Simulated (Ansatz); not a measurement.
**An input for doublet GaCl−**

GaCl−: 2 atoms, total charge -1, spin state doublet. As SMILES of the parent species, `[Cl][Ga]`. The shape was relaxed beforehand at r2SCAN/def2-SVP.

```xyz
2

Cl    0.0000    0.0000   -0.1069
Ga    0.0000    0.0000    2.2755
```

Settings wanted:

```yaml
basis_set: def2-TZVPP
core_potential: none
integral_approximation: automatic
task: energy
method: DFT
functional: BLYP
reference: UKS
relativity: none
accuracy: medium
start_density: atoms
```

Write the Ansatz 0.2.0 input and the command.

This one ran through:

run.yaml:
```yaml
crystal:
  periodic: [false, false, false]
  atoms:
    - {symbol: Cl, position_ang: [0.000000, 0.000000, -0.106948]}
    - {symbol: Ga, position_ang: [-0.000000, -0.000000, 2.275548]}
basis:
  gaussian:
    orbitals: def2-TZVPP
magnetization:
  spin_polarized: true
  initial_magnetization: 1
hamiltonian:
  xc: {name: BLYP}
total_charge: -1
```

```bash
$ ansatz run run.yaml --threads 1 --pin off --max-ram 3480MiB --events-out events.jsonl --progress --plain --runs-dir runs
```

Calculated total energy: -2385.20422 Eh. Without diffuse functions the anion is poorly described.
